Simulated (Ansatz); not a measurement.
Sn₅H₂, relaxed as a singlet with RKS PBE-D4/def2-SVP in Ansatz, starting from the GFN1-xTB geometry. Force threshold 0.02 eV/Å.

In the def2 sets Sn takes a core potential; there is no spin–orbit coupling. The restricted singlet is unstable towards broken spin symmetry in Hartree–Fock (as tested in another run); at PBE-D4/def2-SVP this wasn't settled. Another isomer (singlet) lies 0.15 eV lower at PBE0-D4/def2-TZVP; other spin states weren't run for this one.

Start:

```tsv
atom	x (Å)	y (Å)	z (Å)
Sn1	1.0347	2.1200	-0.1456
Sn2	-1.0488	-1.9794	0.1144
Sn3	0.3932	-0.2049	1.7403
Sn4	-1.5740	0.7078	-0.9093
Sn5	1.1556	-0.4774	-0.9714
H6	1.7292	-0.7075	2.8484
H7	-1.6899	0.5414	-2.6767
```

```tsv
step	energy (eV)	largest force component (eV/Å)	SCF passes
1	-29191.7147	1.975	36
2	-29192.1645	0.818	36
3	-29192.4341	0.531	34
4	-29192.6849	0.811	35
5	-29192.9642	0.722	29
6	-29193.1382	1.008	27
7	-29193.2571	0.593	23
8	-29193.2951	0.144	22
9	-29193.2995	0.246	21
10	-29193.3210	0.087	22
11	-29193.3293	0.088	22
12	-29193.3640	0.146	23
13	-29193.3819	0.169	27
14	-29193.3909	0.113	21
15	-29193.3960	0.050	22
16	-29193.3988	0.048	21
17 (rejected)	-29193.3967	0.094	22
18	-29193.4005	0.065	22
19	-29193.4018	0.070	22
20	-29193.4025	0.040	24
21	-29193.4026	0.040	22
22	-29193.4032	0.023	22
23	-29193.4033	0.036	22
24	-29193.4034	0.031	22
25	-29193.4035	0.012	23
26	-29193.4036	0.008	22
```

Force components are those of the run's own axes.

End:

```xyz
7

Sn    0.663    1.673   -0.037
Sn   -0.896   -1.554    0.134
Sn    0.768   -0.267    1.941
Sn   -2.042    0.937   -0.920
Sn    0.822   -0.503   -1.989
H     1.691   -0.638    3.389
H    -1.006    0.353   -2.519
```

Bonds lost: Sn3–Sn5 (atoms count from 1).

The force fell under the threshold at step 25, but the optimiser went on. No frequencies were taken in this run, so the end may be a saddle point.

Run time 54 s (4 threads of Arm Neoverse V1 on a shared host).
